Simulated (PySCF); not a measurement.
C2H6BrClSi (SMILES C[Si](C)(Cl)Br), singlet, geometry from GFN2-xTB, atoms displaced at random by about 0.08 Å a coordinate.

PySCF was given this input:
```python
from pyscf import gto, scf, dft

mol = gto.M(
    atom='''
C     1.457915   -1.738536   -0.003239
Si    0.035597   -0.461442   -0.402794
C    -1.560619   -1.428445   -0.922635
Cl    0.691479    0.826911   -1.977562
Br   -0.298804    0.684384    1.273741
H     1.232282   -2.200774    0.960645
H     2.387840   -1.117351    0.181481
H     1.659327   -2.417242   -0.984640
H    -2.402121   -0.610290   -1.144343
H    -1.814205   -1.914022   -0.159786
H    -1.465840   -1.968232   -1.781853
''',
    basis='sto-3g',
    charge=0,
    spin=0,
    verbose=4,
)

mf = dft.RKS(mol)
mf.xc = 'pbe0'
mf.kernel()
g = mf.nuc_grad_method()
grad = g.kernel()
```

Task: What is the computed HOMO energy (PBE0/STO-3G, gradient in PySCF)?

Result: -5.96 eV

Task: Predict the nuclear repulsion energy from PBE0/STO-3G, gradient.

Result: 518.0605 Eh

Task: Predict the Mulliken (on the basis functions themselves) charges in atom order from PBE0/STO-3G, gradient.

Result: C1 -0.34, Si2 0.74, C3 -0.43, Cl4 -0.35, Br5 -0.15, H6 0.09, H7 0.08, H8 0.07, H9 0.08, H10 0.12, H11 0.11
